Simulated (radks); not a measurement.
The numbers below are computed, except where a source is named.
Mn, 25 electrons, occupied as [Ar] 3d4 4s2 4p1 (not the ground configuration).

Code: a radial shooting solver on a logarithmic mesh with Libxc functionals. Model: scalar-relativistic Kohn-Sham, PBE, spin-polarised, spherical densities, point nucleus; open shells are filled with parallel spins first.

Energy parts (eV):
part                      energy
total                 -31515.424
kinetic                31864.383
electron-nucleus      -75079.266
Hartree                13109.506
exchange-correlation   -1410.048

Orbitals (lengths in bohr, moments of r in powers of bohr):
1s up: occ. 1; eigenvalue (eV) -6436.232; <r^2> 0.004989
1s down: occ. 1; eigenvalue (eV) -6436.218; <r^2> 0.004989
2s up: occ. 1; eigenvalue (eV) -752.2959; <r^2> 0.09239
2s down: occ. 1; eigenvalue (eV) -750.4019; <r^2> 0.09205
2p up: occ. 3; eigenvalue (eV) -638.2506; <r^2> 0.07529
2p down: occ. 3; eigenvalue (eV) -636.7966; <r^2> 0.07494
3s up: occ. 1; eigenvalue (eV) -94.6569; <r^2> 0.8213
3s down: occ. 1; eigenvalue (eV) -90.0607; <r^2> 0.8281
3p up: occ. 3; eigenvalue (eV) -63.1381; <r^2> 0.9327
3p down: occ. 3; eigenvalue (eV) -58.6380; <r^2> 0.9470
3d up: occ. 4; eigenvalue (eV) -14.3890; <r^2> 1.517
3d down: occ. 0; eigenvalue (eV) -10.2498; <r^2> 1.719
4s up: occ. 1; eigenvalue (eV) -7.6935; <r^2> 8.874
4s down: occ. 1; eigenvalue (eV) -6.2308; <r^2> 9.774
4p up: occ. 1; eigenvalue (eV) -2.9788; <r^2> 15.99
4p down: occ. 0; eigenvalue (eV) -1.9526; <r^2> 18.96

The highest occupied level is 4p up at -2.979 eV. The configuration is held as typed, so some empty levels lie below it. The density falls to 0.001 e/bohr^3 at r = 4.77 bohr. Summed over all electrons, <r^2> = 48.64 bohr^2, which gives a Langevin (diamagnetic) susceptibility term of -38.5 x 10^-6 cm^3/mol. Spin moment in Bohr magnetons: 5.
